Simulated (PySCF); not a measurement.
## Cu: electron affinity

Cu⁻ [Ar] 3d10 4s2 (1S) → Cu [Ar] 3d10 4s1 (2S), as a difference of total energies. Calculation: PySCF 2.14, in aug-cc-pwCVTZ-PP with ECP10MDF (8s8p7d4f3g, 122 functions); scalar relativity through the core potential. Correlated levels: valence: 3s2 3p6 frozen; valence and next inner shell: nothing frozen outside the core potential. The calculations carry no spin-orbit coupling.

```json
{"method": "UHF", "electron affinity (eV)": "0.007", "error (eV)": "-1.229"}
{"method": "LDA", "electron affinity (eV)": "1.586", "error (eV)": "+0.350"}
{"method": "PBE", "electron affinity (eV)": "1.357", "error (eV)": "+0.121"}
{"method": "PBE0", "electron affinity (eV)": "1.068", "error (eV)": "-0.168"}
{"method": "r2SCAN", "electron affinity (eV)": "1.248", "error (eV)": "+0.012"}
{"method": "BLYP", "electron affinity (eV)": "1.402", "error (eV)": "+0.166"}
{"method": "MN15", "electron affinity (eV)": "1.384", "error (eV)": "+0.148"}
{"method": "HSE06", "electron affinity (eV)": "1.100", "error (eV)": "-0.136"}
{"method": "MP2 (valence)", "electron affinity (eV)": "0.873", "error (eV)": "-0.363"}
{"method": "SCS-MP2 (valence)", "electron affinity (eV)": "0.913", "error (eV)": "-0.323"}
{"method": "MP2 (valence and next inner shell)", "electron affinity (eV)": "0.898", "error (eV)": "-0.338"}
{"method": "SCS-MP2 (valence and next inner shell)", "electron affinity (eV)": "0.931", "error (eV)": "-0.305"}
```

Reference: 1.236 eV (measured; photodetachment measurements, as compiled on the Wikipedia data page of electron affinities).

Errors of the correlated levels include the incompleteness of this basis and the frozen core.

In the anion the highest occupied orbital energy is positive at LDA, PBE, PBE0, r2SCAN, BLYP, HSE06, a self-interaction effect; the basis confines that electron, and the energy difference can still be sensible.
